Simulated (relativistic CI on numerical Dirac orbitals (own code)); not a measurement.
# Hf XIII: computed level list

Method of calculation: Dirac-Coulomb-Breit CI, orbitals from a KLI potential per configuration, model QED (radiative potential, 1s self-energy scaled to tabulated hydrogen-like ionisation energies), unscaled Slater integrals (own radial code, finite nucleus).

Configurations in the expansion (outside the closed core [Kr]): 4d10 4f12 5s2, 4d10 4f11 5s2 5p, 4d10 4f12 5s 5p, 4d10 4f14, 4d10 4f13 5s, 4d10 4f11 5s 5p2, 4d10 4f13 5p, 4d10 4f12 5s 5d, 4d10 4f11 5s2 5d, 4d10 4f10 5s2 5p 6s, 4d10 4f12 5s 5f, 4d10 4f13 5d, 4d10 4f12 5p 5d, 4d10 4f11 5s2 6s, 4d10 4f12 5s 5g, 4d10 4f13 6s, 4d10 4f11 5s2 6p, 4d9 4f13 5s2, 4d10 4f11 5s2 5f, 4d10 4f12 5p 6s, 4d10 4f12 5s 6s, 4d10 4f13 5f, 4d10 4f11 5s2 6d, 4d10 4f12 5s 6p, 4d10 4f11 5s2 7s, 4d10 4f13 5g, 4d10 4f11 5s 6s2, 4d10 4f12 5s 7s, 4d10 4f11 5s2 8s. Double excitations out of closed p, d and f shells are left out; levels of such configurations are missing from the list, as are those of other unlisted configurations, and high levels can miss mixing partners.

The lowest level is 4d10 4f12 5s2 3H_6, with 99 % of that term; Hund's rules for 4d10 4f12 5s2 give 3H with J = 6, in agreement.

```tsv
No.	Configuration	Term	J	E (eV)	%	Next component (%)	Lifetime (s)	jj configuration (%)
1	4d10 4f12 5s2	3H	6	0.0000	99	1 1I		4f7/2^6 (91)
2	4d10 4f11 5s2 5p	5H	7	0.1707	63	18 3I		4f7/2^5 5p1/2 (79)
3	4d10 4f11 5s2 5p	3K	8	0.9029	46	28 5I	1.10e+00	4f7/2^5 5p1/2 (76)
4	4d10 4f12 5s2	3F	4	1.0841	58	33 1G		4f7/2^6 (98)
5	4d10 4f12 5s2	3H	5	1.5637	100		1.89e-02	4f5/2^5 4f7/2^7 (100)
6	4d10 4f11 5s2 5p	5H	6	1.9601	42	30 5I	8.80e-03	4f5/2^5 4f7/2^6 5p1/2 (89)
7	4d10 4f11 5s2 5p	5K	7	2.2126	44	27 3K	2.12e-02	4f5/2^5 4f7/2^6 5p1/2 (90)
8	4d10 4f12 5s2	3H	4	2.3949	56	31 3F	4.97e-02	4f5/2^5 4f7/2^7 (84)
9	4d10 4f11 5s2 5p	3H	5	2.7274	26	23 5I	9.81e-02	4f5/2^5 4f7/2^6 5p1/2 (39)
10	4d10 4f12 5s2	3F	3	2.8199	99		2.40e-02	4f5/2^5 4f7/2^7 (99)
11	4d10 4f11 5s2 5p	5K	6	2.9627	41	25 3I	2.89e-02	4f5/2^4 4f7/2^7 5p1/2 (36)
12	4d10 4f12 5s2	3F	2	2.9752	79	19 1D	1.77e+01	4f7/2^6 (49)
13	4d10 4f11 5s2 5p	3F	4	3.0529	23	16 3H	2.34e+00	4f7/2^5 5p1/2 (85)
14	4d10 4f11 5s2 5p	5K	5	3.2953	27	23 3I	8.68e-01	4f7/2^5 5p1/2 (58)
15	4d10 4f11 5s2 5p	3G	5	3.9238	26	22 5F	5.59e-02	4f5/2^5 4f7/2^6 5p1/2 (42)
16	4d10 4f12 5s2	1G	4	3.9417	36	23 3H	1.25e-02	4f5/2^4 4f7/2^8 (55)
17	4d10 4f12 5s2	1G	4	4.0104	19	17 4d10 4f11 5s2 5p 3H	1.72e-02	4f5/2^5 4f7/2^6 5p1/2 (52)
18	4d10 4f11 5s2 5p	5P	1	4.2862	57	21 3P		4f7/2^5 5p1/2 (62)
19	4d10 4f11 5s2 5p	3G	5	4.5770	20	20 5F	5.35e-03	4f7/2^5 5p1/2 (38)
20	4d10 4f11 5s2 5p	5P	2	4.6439	30	28 3P	1.86e+00	4f7/2^5 5p1/2 (74)
21	4d10 4f11 5s2 5p	3H	6	4.7178	28	25 3I	8.75e-03	4f5/2^4 4f7/2^7 5p1/2 (43)
22	4d10 4f11 5s2 5p	5F	3	4.7553	40	20 5G	2.51e-02	4f5/2^5 4f7/2^6 5p1/2 (81)
23	4d10 4f11 5s2 5p	5F	2	5.0687	33	23 3D	6.24e-01	4f5/2^5 4f7/2^6 5p1/2 (58)
24	4d10 4f11 5s2 5p	3D	1	5.2029	38	27 5F	1.18e-01	4f5/2^5 4f7/2^6 5p1/2 (72)
25	4d10 4f11 5s2 5p	5G	4	5.2962	31	17 3F	1.01e-02	4f5/2^5 4f7/2^6 5p1/2 (67)
26	4d10 4f12 5s2	1D	2	5.4877	36	30 3P	1.18e-02	4f7/2^6 (39)
27	4d10 4f11 5s2 5p	3G	5	5.6194	21	20 5F	8.37e-03	4f5/2^5 4f7/2^6 5p1/2 (44)
28	4d10 4f11 5s2 5p	5F	4	5.7899	19	18 3F	1.24e-02	4f5/2^5 4f7/2^6 5p1/2 (77)
29	4d10 4f11 5s2 5p	5G	3	5.7952	33	31 3F	3.42e-02	4f5/2^5 4f7/2^6 5p1/2 (50)
30	4d10 4f11 5s2 5p	5G	2	5.8696	20	18 3F	1.88e-02	4f5/2^5 4f7/2^6 5p1/2 (56)
31	4d10 4f11 5s2 5p	3I	7	6.1764	58	20 3K	3.72e-03	4f5/2^5 4f7/2^6 5p1/2 (68)
32	4d10 4f11 5s2 5p	3L	8	6.2868	40	31 1L	9.57e-03	4f5/2^5 4f7/2^6 5p1/2 (63)
33	4d10 4f11 5s2 5p	3F	3	6.4128	29	27 3G	1.38e-02	4f5/2^5 4f7/2^6 5p1/2 (44)
34	4d10 4f11 5s2 5p	3G	5	6.5562	19	17 3I	4.56e-03	4f5/2^4 4f7/2^7 5p1/2 (41)
35	4d10 4f11 5s2 5p	3H	6	6.5622	38	21 5G	8.81e-03	4f5/2^5 4f7/2^6 5p1/2 (66)
36	4d10 4f11 5s2 5p	5H	4	6.5719	31	17 3H	6.04e-03	4f5/2^4 4f7/2^7 5p1/2 (38)
37	4d10 4f12 5s2	1I	6	6.6425	97	1 3H	1.81e-02	4f5/2^5 4f7/2^7 (90)
38	4d10 4f11 5s2 5p	3H	4	6.7879	32	20 5F	5.73e-03	4f5/2^5 4f7/2^6 5p1/2 (52)
39	4d10 4f11 5s2 5p	3G	5	6.8840	28	24 5H	5.78e-03	4f5/2^5 4f7/2^6 5p1/2 (82)
40	4d10 4f12 5s2	3P	0	7.0318	82	9 4d10 4f11 5s2 5p 3P	2.05e-01	4f7/2^6 (59)
41	4d10 4f11 5s2 5p	3D	1	7.0999	34	29 4d10 4f12 5s2 3P	1.10e-02	4f5/2^4 4f7/2^7 5p1/2 (37)
42	4d10 4f11 5s2 5p	3L	7	7.2302	68	17 1K	1.93e-02	4f5/2^5 4f7/2^6 5p1/2 (56)
43	4d10 4f11 5s2 5p	3F	2	7.3433	18	17 5G	8.07e-03	4f5/2^4 4f7/2^7 5p1/2 (47)
44	4d10 4f12 5s2	3P	1	7.3613	59	30 4d10 4f11 5s2 5p 3D	1.63e-02	4f5/2^5 4f7/2^7 (59)
45	4d10 4f11 5s2 5p	5H	3	7.4634	61	21 3G	1.74e-02	4f5/2^4 4f7/2^7 5p1/2 (54)
```

Energies count from the lowest computed level; lifetimes are radiative, by E1, M1, E2, M2, E3 decay to levels of this space only; some are left blank where a channel outside the calculation adds to the decay or the decay crosses a small, uncertain gap. Filled j subshells are mostly left out of the jj labels.

The mean weight of the leading LS term, summed over parents, in these 45 levels is 44 %, and that of the leading jj configuration (from the same eigenvectors) 63 %, so jj coupling describes them better and the LS labels are nominal.

At this charge transitions that keep the count of f electrons are usually good to a few per cent. Terms inside the open d or f shell come out 10 to 20 % too wide with unscaled integrals. Levels and lines within the n = 5 or 6 shells can be off by up to 10 % or somewhat more, and those that change n by about 2 %, since core polarisation is missing. Levels that differ in their count of f electrons can be misplaced by several ten thousand cm⁻¹, since the correlation energy of f electrons is missing or only estimated; rates across such gaps can be off by orders of magnitude.

LS names give the leading component of a level, which can be under half, so a name can repeat, a term be missing and a line seem to break the LS rules.
